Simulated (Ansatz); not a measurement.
Coupled-cluster diagnostics for (HBe-mu-OH)2 (Be2O2H4), Ansatz.

Geometry of the singlet (r2SCAN-D4/def2-TZVP):

Cartesian coordinates in Å:
```
Be 0.404 -0.880 -0.566
H 0.895 -1.942 -1.237
O 0.832 0.630 -0.386
Be -0.405 0.881 0.564
H -0.885 1.938 1.251
O -0.842 -0.625 0.372
H 1.555 1.164 -0.701
H -1.554 -1.165 0.703
```

Correlated methods freeze 2 core orbitals.

Problem. Estimate the CCSD(T) correlation energy, the shares of MP2 and (T), T1 and the reference's ⟨S²⟩ for: charge 0, singlet, own geometry in def2-TZVPP; charge 0, singlet, own geometry in def2-TZVPD; charge 1, doublet, vertical in def2-TZVPP; charge -1, doublet, vertical in def2-TZVPD; and the rough time on 4 threads of Arm Neoverse V2 on a shared host.

Solution. 
```tsv
state	basis	correlation (eV)	MP2 share (%)	(T) share (%)	T1	⟨S²⟩ (pure)	wall time	remarks
charge 0, singlet, own geometry	def2-TZVPP	-18.930	93.4	2.7	0.009	0.00 (0.00)	14 s	–
charge 0, singlet, own geometry	def2-TZVPD	-18.783	93.2	2.7	0.010	0.00 (0.00)	16 s	–
charge 1, doublet, vertical	def2-TZVPP	-18.179	93.1	3.2	0.062	0.75 (0.75)	65 s	large T1
charge -1, doublet, vertical	def2-TZVPD	-19.068	92.8	2.9	0.090	0.75 (0.75)	1.7 min	HOMO above zero, large T1
```
Customary marks for T1 are 0.02 (closed shells), 0.045 (open shells) and about 0.05 (3d metals). T1 exceeds 0.02 in 2 of 4 rows and 0.045 in 2; the higher it lies, the less the single-reference result can be trusted.
